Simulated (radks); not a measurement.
Neutral cerium, configuration [Xe] 4f1 6s2 6d1 (not the ground configuration). Calculated with a radial shooting solver on a logarithmic mesh with Libxc functionals: scalar-relativistic Kohn-Sham, BLYP, spin-unpolarised, spherical densities, finite nucleus; Fermi nuclear charge, rms radius 4.8771 fm.

Normalised radial functions P(r) = r R(r), r in bohr:

r	4p	5s	6d
0.001438	0.0034	0.0472	0.0000
0.002013	0.0061	0.0617	0.0000
0.002817	0.0109	0.0794	0.0000
0.003973	0.0197	0.1004	0.0000
0.00556	0.0349	0.1222	0.0000
0.00778	0.0611	0.1413	0.0001
0.01089	0.1047	0.1506	0.0002
0.01523	0.1736	0.1393	0.0006
0.02132	0.2733	0.0937	0.0014
0.02983	0.3983	0.0045	0.0033
0.04174	0.5137	-0.1181	0.0071
0.05888	0.5368	-0.2256	0.0143
0.0824	0.3469	-0.2191	0.0255
0.1153	-0.1089	-0.0307	0.0383
0.1613	-0.6441	0.2541	0.0447
0.2258	-0.7774	0.3393	0.0310
0.3159	-0.1318	-0.0025	-0.0090
0.4421	0.9196	-0.4668	-0.0558
0.6186	1.4184	-0.3813	-0.0657
0.8727	1.0067	0.3547	-0.0100
1.221	0.3816	0.9282	0.0781
1.709	0.0724	0.8338	0.1342
2.391	0.0058	0.3906	0.1082
3.346	0.0001	0.0952	-0.0023
4.682	0.0000	0.0106	-0.1561
6.552	0.0000	0.0004	-0.2825
9.169	0.0000	0.0000	-0.3288
12.93	0.0000	0.0000	-0.2633
18.1	0.0000	0.0000	-0.1323
25.32	0.0000	0.0000	-0.0380
35.44	0.0000	0.0000	-0.0054

4p: eigenvalue -216.01 eV, 2 radial nodes at r = 0.108, 0.330 bohr, <r> = 0.675 bohr, 90 % of the charge inside 0.981 bohr. 5s: eigenvalue -45.548 eV, 4 radial nodes at r = 0.0302, 0.120, 0.315, 0.753 bohr, <r> = 1.51 bohr, 90 % of the charge inside 2.17 bohr. 6d: eigenvalue -0.572 eV, 3 radial nodes at r = 0.297, 0.909, 3.33 bohr, <r> = 10.7 bohr, 90 % of the charge inside 16.1 bohr.
